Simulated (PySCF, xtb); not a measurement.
B(Me)3 (C3H9B), SMILES B(C)(C)C.

Coordinates come from a PBE0-D3(BJ)/def2-SVP optimisation. The isomer is the one that the SMILES or the coordinates give; other isomers of the formula were not compared.

The numbers are results of C-PCM-PBE0/def2-SVP in PySCF 2.14.0, not measurements.

The values are the electrostatic part of the solvation free energy, E(continuum) − E(gas) at the gas-phase geometry, in a cavity of scaled van der Waals radii (PySCF's table); cavitation and dispersion terms are not included. In vacuum the orbital gap is 8.40 eV. The dipole moment in vacuum is 0.12 D.

```tsv
solvent	ε	ΔG(elec) (kcal/mol)	dipole (D)	gap (eV)
water	78.36	-0.7	0.17	8.43
1-octanol	9.86	-0.6	0.17	8.43
chlorobenzene	5.70	-0.6	0.16	8.42
```

For comparison, GFN2-xTB/ALPB(water) (xtb, at the GFN2-xTB geometry, all terms of that model) gives -0.3 kcal/mol.
